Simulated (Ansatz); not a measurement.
**Question.** Name a neutral molecule of C, O, Zr and H with HOMO energy (PBE0/def2-TZVPP) between -7.20 and -6.90 eV and size of the dipole moment (PBE/def2-TZVPP) between 2.25 and 2.55 D (Ansatz, PBE0-D4/def2-TZVP geometry).

**Answer.** `[CH3][Zr]([CH3])([OH])[OH]` (-7.10 eV, 2.34 D); `[CH3][Zr]([OH])([OH])[OH]` (-7.08 eV, 2.41 D). Other molecules can fit too; these were computed, each in one conformer that needn't be the lowest.
